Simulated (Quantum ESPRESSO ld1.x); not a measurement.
Species: Pr+. Configuration: [Xe] 4f0.5 6s1 6p2.5 (fractional occupations, a model configuration). All-electron calculation, scalar-relativistic Kohn-Sham, PBE, spin-unpolarised, spherical densities, point nucleus. Program: ld1.x of Quantum ESPRESSO 7.5.

Normalised radial functions P(r) = r R(r), r in bohr:

```
   r/bohr * 4d, o 6s (the largest magnitude, 1.31, reaches the edge; | marks zero, & curves that meet)
 0.004564                             *o
 0.006186                             *o
 0.008383                             *o
  0.01136                             *o
   0.0154                             *o
  0.02087                             *o
  0.02828                             o*
  0.03864                            o| *
  0.05236                           o |   *
  0.07097                           o |      *
  0.09618                            o|          *
   0.1303                             |o             *
   0.1767                             |  o           *
   0.2394                             |  o     *
   0.3245                         *  o|
   0.4433          *              o   |
   0.6008  *                       o  |
   0.8142      *                      |  o
    1.103                *            |      o
    1.496                        *    |  o
    2.027                       o    *|
    2.747                o            *
    3.723                 o           *
    5.086                       o     *
    6.893                           o *
    9.341                             &
    12.66                             &
```

4d: eigenvalue -144.26 eV, 1 radial node at r = 0.300 bohr, <r> = 0.714 bohr, 90 % of the charge inside 1.07 bohr. 6s: eigenvalue -12.917 eV, 5 radial nodes at r = 0.0296, 0.117, 0.305, 0.705, 1.67 bohr, <r> = 3.38 bohr, 90 % of the charge inside 4.80 bohr.
